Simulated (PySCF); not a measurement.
Method: PySCF with PBE-D3(BJ)/def2-TZVP // PBE0-D4/def2-TZVP. Gas-phase values, no solvent. One relaxed conformer stands for a flexible species; it need not be the lowest. 

Reference species (SMILES): `CN[SiH2]Cl` (C–N–Si–Cl torsion 69°) (neutral, multiplicity 1).

| Item | Result |
|---|---|
| S1 oscillator strength | 0.005 |
| LUMO | -0.28 eV |
| HOMO–LUMO gap | 5.68 eV |
| HOMO | -5.96 eV |

After one change: the S1 oscillator strength is nearly the same; the LUMO drops by 1.35 eV; the HOMO–LUMO gap falls by 1.82 eV; the HOMO rises by 0.47 eV.

Name the change that produced these shifts. The new species is one of these.
A. `C[S@@](=O)[SiH2]Cl` (O–S–Si–Cl torsion 174°)
B. `N#CC[SiH2]Cl`
C. `B[SiH2]Cl`
D. `NC(=O)[SiH2]Cl` (O–C–Si–Cl torsion 180°)

A, `C[S@@](=O)[SiH2]Cl` (O–S–Si–Cl torsion 174°)
